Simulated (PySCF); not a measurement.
C2H7OSi, SMILES C[SiH](C)[O] (connectivity only; charge and spin as stated), charge -1, multiplicity 1. Heavy atoms are numbered as in [CH3:1][SiH:2]([CH3:3])[O:4]. Hydrogens are named by the atom that carries them.

The structure is a stationary point at B3LYP-D3(BJ)/def2-SVPD. The multiplicity is an assumed one; no other spin state was optimised. The isomer is the one that the SMILES or the coordinates give; other isomers of the formula were not compared.

Computed with PBE/pcSseg-1 (PySCF).

GIAO shieldings, no solvent; atoms alike by connectivity are averaged. δ = σ(ref) − σ: ¹³C against TMS (σ = 182.0 ppm); ²⁹Si against TMS (σ = 335.4 ppm); ¹⁷O against H2O (σ = 334.3 ppm); ¹H against TMS (σ = 31.49 ppm), references at their B3LYP-D3(BJ)/def2-TZVP geometries, non-relativistic.

```
nucleus      atoms  count  δ (ppm)
-------  ---------  -----  -------
¹³C       C1 (CH3)      2      9.6
²⁹Si     Si2 (SiH)      1    -52.4
¹⁷O             O4      1    161.6
¹H        H on Si2      1     6.13
¹H         H on C1      6    -0.40
```
